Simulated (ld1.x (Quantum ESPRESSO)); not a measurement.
## Ranking TM semilocal potentials for Mn (Z = 25)

All share these settings but for the change named:

```
Element                 : manganese (Mn)
Generator               : ld1.x (Quantum ESPRESSO) 7.5
Type                    : norm-conserving Troullier–Martins (semilocal form)
Functional              : PBE
Relativity              : scalar-relativistic
Frozen core             : [Ar]
Valence charge          : 7
Reference configuration : 3d5 4s2 4p0
Partial waves           : 4p (bound, empty): rc 3.55 bohr; 3d (bound): rc 1.10 bohr; 4s (bound): rc 2.20 bohr
Local potential         : the s channel
Core correction         : Bessel-smoothed model core inside 0.90 bohr
```

Cutoff: the first of the cutoffs (Ry, on a coarse ladder) from which the occupation-weighted sum of valence levels, in a spherical-Bessel basis at the reference potential, stays within 10 and 1 mRy of its value at 400 Ry; the density cutoff is not measured.

The base gives 160 Ry.

Of 10 variants that were run, those that failed, showed a ghost or another fault, or gave nearly equal values are left out.

(1) Rank these variants from softest to hardest (loose cutoff).
A. wave 3d (bound): rc 1.10 bohr becomes 3d (bound): rc 1.22 bohr
B. wave 3d (bound): rc 1.10 bohr becomes 3d (bound): rc 0.84 bohr
C. wave 3d (bound): rc 1.10 bohr becomes 3d (bound): rc 1.68 bohr
D. wave 3d (bound): rc 1.10 bohr becomes 3d (bound): rc 1.34 bohr
E. wave 3d (bound): rc 1.10 bohr becomes 3d (bound): rc 0.92 bohr

Answers

(1) C (90 Ry), D (120 Ry), A (140 Ry), E (200 Ry), B (230 Ry).
